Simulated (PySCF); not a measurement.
hydrogen iodide (HI), singlet, geometry from GFN2-xTB (core potentials on I). Base run: M062X/def2-SVPD (PySCF).

PySCF was given this input:
```python
from pyscf import gto, scf, dft, solvent

mol = gto.Mole()
mol.atom = '''
    I    -0.000000   -0.000000   -0.029098
    H     0.000000    0.000000    1.542181
'''
mol.basis = 'def2-svpd'
mol.ecp = {'I': 'def2-svpd'}
mol.charge = 0
mol.spin = 0
mol.verbose = 4
mol.build()

mf = dft.RKS(mol)
mf.xc = 'm062x'
mf.kernel()
mf.analyze()
```

Base: dipole (D) 0.49; HOMO-LUMO gap (eV) 9.17.

A changed run: ΔE vs base (kJ/mol) -6.98; dipole (D) 0.69; HOMO-LUMO gap (eV) 9.33.

Task: Which change was made?
(A) model = C-PCM; solvent = toluene
(B) model = IEF-PCM; solvent = toluene; vdw_scale = 1.0
(C) model = IEF-PCM; solvent = toluene; vdw_scale = 1.4
(D) model = COSMO; solvent = toluene
(E) model = IEF-PCM; solvent = toluene; vdw_scale = 1.1

Result: B, model = IEF-PCM; solvent = toluene; vdw_scale = 1.0

The base is the gas phase, so ΔE is the electrostatic part of solvation at a fixed geometry, without cavity and dispersion terms.
